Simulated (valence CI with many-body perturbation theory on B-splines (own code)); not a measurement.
**Level structure of Tc²⁰⁺**

Computed by relativistic CI+MBPT: five valence electrons over a frozen Dirac-Fock core [Ar], radial functions for each j: 7 s, 7 p, 8 d, 6 f, 4 g, 1 h, with the one-electron correlation potential Σ1, the two-electron term Σ2, the three-electron term Σ3, Breit, model QED; selected CI, second order for the rest (own B-spline code, finite nucleus).

No measured levels were compared; by estimate terms of the open shell hold to 2 to 4 % of their energy, and close levels can change places. Core correlation moves these levels by up to 12000 cm⁻¹, and in measured spectra 5 to 20 % of such shifts remained as error; rates that hang on mixing are uncertain with them. Only levels of the ground parity were solved; by the run's estimate the other parity begins above the list, which can be wrong where configurations are misplaced.

Levels 1 to 37 of 37, with energies above the lowest level, 3d5 6S_5/2. "Leading %" is the weight of the configuration and term that name the level; weights of strongly mixed levels are sums over their largest components and can fall short. In the jj column 3d3/2^4 stands for four electrons in 3d with j = 3/2. Lifetimes count E1, E2, E3, M1 and M2 decay at the calculated energies, and are blank where another channel may lead or the interval is too uncertain; long ones can be off by a factor of two.

```
No.  Configuration  Term     J  E (cm⁻¹)  Leading %  Lifetime      g               Leading jj
  1            3d5    6S   5/2         0         92            1.964   3d3/2^3 3d5/2^2 (39 %)
  2            3d5    4G   5/2     86179         35    907 μs  1.019     3d3/2^4 3d5/2 (69 %)
  3            3d5    4G   7/2    100300         78   12.9 ms  1.043   3d3/2^3 3d5/2^2 (74 %)
  4            3d5    4G  11/2    101910         88            1.244   3d3/2^3 3d5/2^2 (57 %)
  5            3d5    4G   5/2    104470         44    662 μs  1.065   3d3/2^3 3d5/2^2 (49 %)
  6            3d5    4P   3/2    104800         53    509 μs  1.443   3d3/2^3 3d5/2^2 (79 %)
  7            3d5    4G   9/2    105460         92    159 ms  1.168   3d3/2^2 3d5/2^3 (54 %)
  8            3d5    4P   1/2    114320         71   23.7 ms  1.972   3d3/2^3 3d5/2^2 (50 %)
  9            3d5    4D   7/2    126320         79   2.33 ms  1.349   3d3/2^2 3d5/2^3 (77 %)
 10            3d5    4D   5/2    135520         49    712 μs  1.326   3d3/2^3 3d5/2^2 (48 %)
 11            3d5    4D   1/2    139860         75   1.39 ms  0.661   3d3/2^2 3d5/2^3 (83 %)
 12            3d5    4D   3/2    143670         52    616 μs  1.361   3d3/2^2 3d5/2^3 (59 %)
 13            3d5    2I  11/2    146160         78   2.06 ms  0.971   3d3/2^2 3d5/2^3 (65 %)
 14            3d5    2I  13/2    156070        100   18.6 ms  1.074  3d3/2^2 3d5/2^3 (100 %)
 15            3d5    2F   7/2    158810         45   2.52 ms  1.127   3d3/2^3 3d5/2^2 (70 %)
 16            3d5    2D   3/2    160750         52    544 μs  0.685   3d3/2^2 3d5/2^3 (66 %)
 17            3d5    2F   5/2    162770         28    231 μs  1.095     3d3/2 3d5/2^4 (45 %)
 18            3d5    2G   9/2    163030         44   1.85 ms  1.176   3d3/2^3 3d5/2^2 (53 %)
 19            3d5    4F   5/2    178920         54    732 μs  1.039   3d3/2^2 3d5/2^3 (67 %)
 20            3d5    2H   9/2    184560         55    468 μs  1.086   3d3/2^2 3d5/2^3 (97 %)
 21            3d5    2F   7/2    190330         36    577 μs  1.105   3d3/2^2 3d5/2^3 (52 %)
 22            3d5    4F   3/2    194690         52    646 μs  0.625     3d3/2 3d5/2^4 (59 %)
 23            3d5    2G   7/2    197340         50    525 μs  1.022   3d3/2^2 3d5/2^3 (50 %)
 24            3d5    2F   5/2    202010         65    501 μs  0.964   3d3/2^2 3d5/2^3 (62 %)
 25            3d5    2H  11/2    208350         75            1.064     3d3/2 3d5/2^4 (90 %)
 26            3d5    2F   7/2    213910         60    750 μs  1.146     3d3/2 3d5/2^4 (50 %)
 27            3d5    2G   9/2    214970         51    754 μs  1.085     3d3/2 3d5/2^4 (70 %)
 28            3d5    2S   1/2    223030         91    361 μs  1.971   3d3/2^3 3d5/2^2 (37 %)
 29            3d5    2D   5/2    225520         43    229 μs  1.044           3d5/2^5 (55 %)
 30            3d5    2D   3/2    248380         95    249 μs  0.810     3d3/2 3d5/2^4 (38 %)
 31            3d5    2D   5/2    260800         78    221 μs  1.149     3d3/2 3d5/2^4 (42 %)
 32            3d5    2G   9/2    276600         99            1.109   3d3/2^2 3d5/2^3 (76 %)
 33            3d5    2G   7/2    282240         93    361 μs  0.904     3d3/2 3d5/2^4 (53 %)
 34            3d5    2P   3/2    324820         86            1.257   3d3/2^2 3d5/2^3 (76 %)
 35            3d5    2P   1/2    335610         95            0.722     3d3/2 3d5/2^4 (44 %)
 36            3d5    2D   5/2    361980         99            1.196   3d3/2^2 3d5/2^3 (78 %)
 37            3d5    2D   3/2    369900         86            0.866     3d3/2 3d5/2^4 (69 %)
```

Names give the largest LS component (configuration and term), which can be under half, so a name can repeat, a term be missing and a line seem to break the LS rules; names also repeat where a configuration has a term twice.

The ionisation energy to 3d4 5D_0 of the next ion comes out as 903.36 eV (NIST: 904 ± 4 eV (theoretical)). All 37 levels together are meant to be complete up to 384690 cm⁻¹.
